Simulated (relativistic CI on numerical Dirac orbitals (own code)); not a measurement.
# Cr⁵⁺: M2,3 absorption edge

Computed with this model: Dirac-Coulomb-Breit CI, KLI orbitals optimised for each configuration, model QED (radiative potential, 1s self-energy scaled to tabulated hydrogen-like ionisation energies), multiplet model of core-to-valence dipole absorption, unscaled Slater integrals; configurations [Ar] 3d → [Ne] 3s2 3p5 3d2; 80 K; Lorentzian 0.48 eV and Gaussian 0.3 eV FWHM. Energies are those of the free ion, without screening or charge transfer. The branching ratio is the share of the lower-energy edge in the whole absorption, uncertain by about 0.02 where the edges overlap. S is read from ⟨S²⟩ = S(S + 1).

Field parameters in Wybourne normalisation: Oh B⁴₀ = 21Dq, B⁴₄ = √(5/14) B⁴₀. The field is a parameter set, without covalency.

Peaks in eV (height, largest 100): 58.1 (83), 63.7 (49), 65.3 (100).

(1) Which surroundings give this spectrum?
A. free ion
B. Oh, 10Dq = 5900 cm⁻¹
C. Oh, 10Dq = 28050 cm⁻¹
D. Oh, 10Dq = 20650 cm⁻¹

Answers

(1) A. free ion, where the ground state has S = 0.50.
